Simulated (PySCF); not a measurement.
A calculated (UHF, PySCF 2.14, def2-TZVP, the non-relativistic Hamiltonian (point nucleus)) atom or ion has these occupied shells.

```tsv
shell	electrons	orbital energy (eV)	rms radius, mean of both spins (bohr)
1s α	1	-8973.3	0.0612
1s β	1	-8973.3	0.0612
2s α	1	-1138.1	0.258
2s β	1	-1137.0	0.258
2p α	3	-996.57	0.230
2p β	3	-995.44	0.230
3s α	1	-164.31	0.773
3s β	1	-161.42	0.773
3p α	3	-118.47	0.815
3p β	3	-115.01	0.815
3d α	5	-40.837	1.03
3d β	4	-39.145	1.03
```

Name the element and its charge.

Cu²⁺ (copper, charge +2), in [Ar] 3d9, 2D determinant.
